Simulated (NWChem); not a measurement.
System: WO2ClF; SMILES [O]=[W](=[O])([F])[Cl]

The following NWChem deck was run.

```
start job
memory heap 200 mb stack 900 mb global 1100 mb
geometry units angstroms noautoz
  W     -0.022627    -0.155654     0.000000
  O      0.841567    -0.696595    -1.349740
  O      0.841567    -0.696595     1.349740
  F     -1.711209    -0.931580     0.000000
  Cl    -0.006997     2.113517     0.000000
end
basis spherical
  * library def2-svp
end
ecp
  W library def2-ecp
end
dft
  xc b3lyp
  grid xfine
  iterations 150
  mulliken
end
task dft gradient
```

NWChem printed, in part:

```
             Northwest Computational Chemistry Package (NWChem) 7.3.0
             --------------------------------------------------------

 CS  symmetry detected

                             Geometry "geometry" -> ""
                             -------------------------

 Output coordinates in angstroms (scale by  1.889725989 to convert to a.u.)

  No.       Tag          Charge          X              Y              Z
 ---- ---------------- ---------- -------------- -------------- --------------
    1 W                   74.0000     0.02962178    -0.19573759     0.00000000
    2 O                    8.0000     0.94444157    -0.64579668    -1.34974000
    3 O                    8.0000     0.94444157    -0.64579668     1.34974000
    4 F                    9.0000    -1.57109879    -1.13969945     0.00000000
    5 Cl                  17.0000    -0.18606985     2.06321315     0.00000000

 Effective nuclear repulsion energy (a.u.)     960.0161638249

      Symmetry information
      --------------------

 Group name             Cs
 Group number              2
 Group order               2
 No. of unique centers     4

                                 NWChem DFT Module
                                 -----------------

 Summary of "ao basis" -> "ao basis" (spherical)
 ------------------------------------------------------------------------------
       Tag                 Description            Shells   Functions and Types
 ---------------- ------------------------------  ------  ---------------------
 W                          def2-svp                12       32   6s3p2d1f
 O                          def2-svp                 6       14   3s2p1d
 F                          def2-svp                 6       14   3s2p1d
 Cl                         def2-svp                 8       18   4s3p1d

      Symmetry analysis of basis
      --------------------------

        a'         59
        a"         33

            General Information
            -------------------
          SCF calculation type: DFT
          Wavefunction type:  closed shell.
          No. of atoms     :     5
          No. of electrons :    56
           Alpha electrons :    28
            Beta electrons :    28
          Charge           :     0
          Spin multiplicity:     1
          Use of symmetry is: on ; symmetry adaption is: on
          Maximum number of iterations: 150
          AO basis - number of functions:    92
                     number of shells:    38
          Convergence on energy requested:  1.00D-06
          Convergence on density requested:  1.00D-05
          Convergence on gradient requested:  5.00D-04

              XC Information
              --------------
                         B3LYP Method XC Potential
                     Hartree-Fock (Exact) Exchange  0.200
                        Slater Exchange Functional  0.800 local
                    Becke 1988 Exchange Functional  0.720 non-local
              Lee-Yang-Parr Correlation Functional  0.810
                  VWN I RPA Correlation Functional  0.190 local

             Grid Information
             ----------------
          Grid used for XC integration:  xfine
          Radial quadrature: Mura-Knowles
          Angular quadrature: Lebedev.
          Tag              B.-S. Rad. Rad. Pts. Rad. Cut. Ang. Pts.
          ---              ---------- --------- --------- ---------
          W                   1.35      205           9.0      1454
          O                   0.60      100           9.0      1454
          F                   0.50      100          10.0      1454
          Cl                  1.00      125          10.0      1454
          Grid pruning is: on
          Number of quadrature shells:   530
          Spatial weights used:  Erf1

      Superposition of Atomic Density Guess
      -------------------------------------

 Sum of atomic energies:        -781.17495480

      Non-variational initial energy
      ------------------------------

 Total energy =    -774.249998
 1-e energy   =   -1625.859094
 2-e energy   =     583.552121
 HOMO         =      -0.450134
 LUMO         =       0.002951

      Symmetry analysis of molecular orbitals - initial
      -------------------------------------------------

  Numbering of irreducible representations:

     1 a'          2 a"

  Orbital symmetries:

     1 a'          2 a'          3 a'          4 a"          5 a'
     6 a'          7 a"          8 a'          9 a'         10 a"
    11 a'         12 a'         13 a'         14 a'         15 a"
    16 a'         17 a'         18 a"         19 a'         20 a'
    21 a"         22 a'         23 a"         24 a'         25 a'
    26 a"         27 a'         28 a"         29 a'         30 a'
    31 a"         32 a'         33 a"         34 a'         35 a'
    36 a'         37 a"         38 a'

     ---------------------------------------------
      Total Density - Mulliken Population Analysis
     ---------------------------------------------

    Atom       Charge   Shell Charges
 -----------   ------   -------------------------------------------------------
    1 W   14    10.82   0.04 -0.35  1.79  0.55  0.32  0.04  5.50  0.58  0.12  1.76  0.30  0.17
    2 O    8     9.06   1.99  1.16  0.74  3.18  1.98  0.01
    3 O    8     9.06   1.99  1.16  0.74  3.18  1.98  0.01
    4 F    9     9.62   1.99  1.15  0.80  3.52  2.15  0.00
    5 Cl  17    17.45   2.00  1.99  1.22  0.73  5.94  2.17  3.39  0.01

   convergence    iter        energy       DeltaE   RMS-Dens  Diis-err
 ---------------- ----- ----------------- --------- --------- ---------
 d= 0,ls=0.0,diis     1   -776.8996367915 -1.04D+03  6.06D-02  4.79D+00
 d= 0,ls=0.5,diis     2   -769.0258508848  7.87D+00  2.54D-02  6.61D+01
 d= 0,ls=0.5,diis     3   -774.7862857300 -5.76D+00  9.85D-03  2.66D+01
 d= 0,ls=0.5,diis     4   -776.3008107167 -1.51D+00  8.37D-03  1.20D+01
 d= 0,ls=0.5,diis     5   -777.1372258497 -8.36D-01  5.64D-03  3.29D+00
 d= 0,ls=0.5,diis     6   -777.4183397699 -2.81D-01  3.08D-03  5.41D-01
 d= 0,ls=0.5,diis     7   -777.4779507240 -5.96D-02  1.41D-03  4.73D-02
  Resetting Diis
 d= 0,ls=0.5,diis     8   -777.4859551678 -8.00D-03  7.27D-04  3.45D-03
 d= 0,ls=0.5,diis     9   -777.4871748022 -1.22D-03  3.99D-04  8.42D-04
 d= 0,ls=0.5,diis    10   -777.4875244206 -3.50D-04  2.78D-04  4.86D-04
 d= 0,ls=0.5,diis    11   -777.4876555336 -1.31D-04  1.65D-04  1.77D-04
 d= 0,ls=0.5,diis    12   -777.4877067749 -5.12D-05  9.87D-05  1.21D-04
 d= 0,ls=0.5,diis    13   -777.4877314242 -2.46D-05  6.21D-05  7.11D-05
 d= 0,ls=0.5,diis    14   -777.4877432031 -1.18D-05  3.98D-05  3.28D-05
 d= 0,ls=0.5,diis    15   -777.4877484561 -5.25D-06  2.56D-05  1.31D-05
 d= 0,ls=0.5,diis    16   -777.4877506201 -2.16D-06  1.62D-05  5.20D-06
 d= 0,ls=0.5,diis    17   -777.4877514832 -8.63D-07  1.04D-05  2.20D-06
 d= 0,ls=0.5,diis    18   -777.4877518377 -3.55D-07  6.64D-06  9.54D-07

         Total DFT energy =     -777.487751987522
      One electron energy =    -1627.529461926182
           Coulomb energy =      645.463276446464
    Exchange-Corr. energy =      -63.478541033826
 Nuclear repulsion energy =      268.056974526021

 Numeric. integr. density =       56.000000046207

                  Occupations of the irreducible representations
                  ----------------------------------------------

                     irrep           alpha         beta
                     --------     --------     --------
                     a'               19.0         19.0
                     a"                9.0          9.0

                       DFT Final Molecular Orbital Analysis
                       ------------------------------------

 Vector   26  Occ=2.000000D+00  E=-3.672016D-01  Symmetry=a'
              MO Center=  1.8D-01,  1.1D+00, -7.8D-12, r^2= 3.5D+00
   Bfn.  Coefficient  Atom+Function         Bfn.  Coefficient  Atom+Function
  ----- ------------  ---------------      ----- ------------  ---------------
    85      0.488049  5 Cl px                82      0.375608  5 Cl px
    79      0.216682  5 Cl px                86      0.179955  5 Cl py
    37     -0.174972  2 O  py                51     -0.174972  3 O  py
    38      0.167403  2 O  pz                52     -0.167403  3 O  pz
    40     -0.126672  2 O  py                54     -0.126672  3 O  py

 Vector   27  Occ=2.000000D+00  E=-3.655701D-01  Symmetry=a"
              MO Center=  8.3D-02,  1.3D+00,  9.5D-12, r^2= 3.1D+00
   Bfn.  Coefficient  Atom+Function         Bfn.  Coefficient  Atom+Function
  ----- ------------  ---------------      ----- ------------  ---------------
    87      0.547291  5 Cl pz                84      0.419251  5 Cl pz
    81      0.241932  5 Cl pz                36      0.195597  2 O  px
    50     -0.195597  3 O  px                39      0.136877  2 O  px
    53     -0.136877  3 O  px                 9     -0.107981  1 W  pz
    37      0.107403  2 O  py                51     -0.107403  3 O  py

[...]

                         DFT ENERGY GRADIENTS

    atom               coordinates                        gradient
                 x          y          z           x          y          z
   1 W       0.055977  -0.369890   0.000000    0.008972  -0.005101   0.000000
   2 O       1.784736  -1.220379  -2.550639   -0.008052   0.004072   0.012471
   3 O       1.784736  -1.220379   2.550639   -0.008052   0.004072  -0.012471
   4 F      -2.968946  -2.153720   0.000000    0.006217   0.003365   0.000000
   5 Cl     -0.351621   3.898908   0.000000    0.000915  -0.006408   0.000000
```

Level: B3LYP/def2-SVP with def2 effective core potentials on W. Geometry: optimised at PBE0/def2-SVP. def2 effective core potentials on W; no spin-orbit coupling.
